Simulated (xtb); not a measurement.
Input file for xtb: GFN1-xTB on AlAs+, 2S+1 = 4, a spin state set in the input, which need not be the lowest, a point of a bond scan (R = 2.659 Å). Charge +1.

```
$ xtb mol.xyz --gfn 1 --sp --chrg 1 --uhf 3
2

Al     0.00000000     0.00000000     0.00000000
As     0.00000000     0.00000000     2.65908500
```

Predict the final total energy.

-3.0628 hartree.
